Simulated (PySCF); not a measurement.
These are CAM-B3LYP-D3(BJ)/def2-TZVP (PySCF) values and carry that method's errors. Gas-phase values, no solvent. One relaxed conformer stands for a flexible species; it need not be the lowest. Delta-SCF ions had no search for a lower state. Excitations are Tamm–Dancoff values on a coarser integration grid. The basis has no diffuse functions, so Rydberg states are missing or too high.

Reference species (SMILES): `[NH2][In]([NH2])[NH2]` (neutral, multiplicity 1).

| Quantity | Result |
|---|---|
| vertical ionisation energy (Delta-SCF) | 8.93 eV |
| brightest of the four lowest singlets (TDA) | 5.79 eV |
| T1 excitation (TDA) | 4.43 eV |

Changed species: `[NH2][InH2]` (2 of 3 NH2 replaced by H; the reference has 0 of 3 NH2 replaced by H).

What does the change do to the vertical ionisation energy (Delta-SCF), brightest of the four lowest singlets (TDA) and T1 excitation (TDA)?

the vertical ionisation energy (Delta-SCF) goes up by 0.30 eV, to 9.23 eV; the brightest of the four lowest singlets (TDA) decreases by 0.28 eV, to 5.51 eV; the T1 excitation (TDA) decreases by 0.18 eV, to 4.25 eV.
